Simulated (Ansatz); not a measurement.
Relaxation of AlFH$_{3}$NSSi (8 atoms, charge 0, multiplicity 1), to a largest force component of 0.02 eV/Å in at most 50 steps.

These are results of UKS PBE0-D4/def2-SVP in Ansatz 0.2.0, not measurements.

```xyz
8
Properties=species:S:1:pos:R:3
N 0.462 1.474 0.712
Si 0.556 -0.136 0.028
F 2.079 -0.790 0.021
Al -1.297 -1.442 -0.119
S -0.386 -0.313 -1.882
H 1.007 2.154 0.102
H -0.549 1.823 0.558
H -1.780 -2.826 0.524
```

Question: Where does it end, and by what steps?

Answer: The run converged. After 11 steps the energy has fallen by 0.831 eV; H8 moved furthest, 0.44 Å.

```json
{"step": "0", "energy less start (eV)": "0.0000", "largest force component (eV/Å)": "1.913", "accepted": "yes"}
{"step": "1", "energy less start (eV)": "-0.5070", "largest force component (eV/Å)": "0.903", "accepted": "yes"}
{"step": "2", "energy less start (eV)": "-0.7289", "largest force component (eV/Å)": "0.767", "accepted": "yes"}
{"step": "3", "energy less start (eV)": "-0.7650", "largest force component (eV/Å)": "0.639", "accepted": "yes"}
{"step": "4", "energy less start (eV)": "-0.8014", "largest force component (eV/Å)": "0.677", "accepted": "yes"}
{"step": "5", "energy less start (eV)": "-0.8236", "largest force component (eV/Å)": "0.329", "accepted": "yes"}
{"step": "6", "energy less start (eV)": "-0.8108", "largest force component (eV/Å)": "0.459", "accepted": "no"}
{"step": "7", "energy less start (eV)": "-0.8304", "largest force component (eV/Å)": "0.056", "accepted": "yes"}
{"step": "8", "energy less start (eV)": "-0.8308", "largest force component (eV/Å)": "0.035", "accepted": "yes"}
{"step": "9", "energy less start (eV)": "-0.8310", "largest force component (eV/Å)": "0.088", "accepted": "yes"}
{"step": "10", "energy less start (eV)": "-0.8312", "largest force component (eV/Å)": "0.039", "accepted": "yes"}
{"step": "11", "energy less start (eV)": "-0.8314", "largest force component (eV/Å)": "0.014", "accepted": "yes"}
```

```xyz
8
Properties=species:S:1:pos:R:3
N 0.459 1.544 0.538
Si 0.504 -0.087 0.040
F 2.097 -0.404 -0.064
Al -1.110 -1.741 -0.018
S -0.473 -0.691 -1.838
H 1.190 2.187 0.248
H -0.417 2.013 0.733
H -2.158 -2.878 0.304
```

Run time: 47 s on 2 threads of Arm Neoverse V2, on a shared host, peak memory 0.29 GiB.
